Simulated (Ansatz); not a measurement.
Consider the formal loss of a carbene: `C[O][W]([NH2])(=[S])=[S]` → `[CH2]` (triplet) + `[NH2][W]([OH])(=[S])=[S]`.

Isolated molecules relaxed with PBE0-D4/def2-TZVP in Ansatz; ΔE leaves out vibrations. CBS: MP2 limit from def2 TZ/QZ plus the TZ coupled-cluster correction, frozen cores. This one scheme is used for every species. Triplets are unrestricted, without spin–orbit coupling. def2 core potentials past Kr. For W outer-core shells are correlated without core-valence functions, which leaves a few kJ/mol of doubt a bond. One conformer a species, not always the lowest.

| species | CCSD(T)/CBS(def2) energy (Eh) |
| --- | --- |
| `C[O][W]([NH2])(=[S])=[S]` | -1033.60573 |
| `[CH2]` (triplet) | -39.09499 |
| `[NH2][W]([OH])(=[S])=[S]` | -994.36133 |

(1) Work out ΔE.

Largest T1 diagnostic among the species: 0.022, so the coupled-cluster value is less sure than usual.

## Answers

(1) ΔE = (-39.09499) + (-994.36133) − (-1033.60573) = 0.14941 Eh = +4.07 eV.

From BLYP to BHLYP (50 % exact exchange), in def2-TZVPP and without D4, ΔE moves by −0.09 eV. In def2-TZVPP, CCSD(T) changes the Hartree–Fock value by +1.34 eV (the triples alone add +0.12 eV) and MP2 by +1.46 eV.
